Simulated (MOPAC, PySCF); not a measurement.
CH7BSi, SMILES `B[SiH2]C`, neutral singlet in the gas phase. 

Cartesian coordinates (Å):
SMILES: B[SiH2]C
```xyz
10

B      1.8368    -0.2099    -0.1221
Si     0.0244     0.6556    -0.1665
C     -1.4241    -0.4730     0.2177
H      2.0298    -1.2950     0.3451
H      2.7929     0.3786    -0.5374
H      0.0942     1.7498     0.8546
H     -0.1877     1.3243    -1.4848
H     -1.2976    -0.9401     1.1972
H     -2.3661     0.0793     0.2219
H     -1.5026    -1.2696    -0.5259
```
Charge 0, multiplicity 1.

All levels are single points at this geometry (PBE0-D3(BJ)/def2-TZVP); Pople sets use spherical d functions. Orbital energies aren't observables, and empty levels follow the basis.

B3LYP/6-311+G** in PySCF gives HOMO (eV) = -7.93.

Q: Estimate the HOMO (eV) from each of these levels: PBE0-D3(BJ)/def2-TZVP in PySCF; B3LYP/LANL2DZ in PySCF; BP86/6-31G* in PySCF; PBE/6-31G* in PySCF; SVWN5/6-31G* in PySCF; HF/STO-3G in PySCF; PM6 in MOPAC; PM7 in MOPAC.

A: 
```
level                           HOMO (eV)
------------------------------  ---------
PBE0-D3(BJ)/def2-TZVP in PySCF      -8.10
B3LYP/LANL2DZ in PySCF              -7.97
BP86/6-31G* in PySCF                -6.80
PBE/6-31G* in PySCF                 -6.69
SVWN5/6-31G* in PySCF               -6.72
HF/STO-3G in PySCF                  -9.33
PM6 in MOPAC                        -9.12
PM7 in MOPAC                       -10.36
```
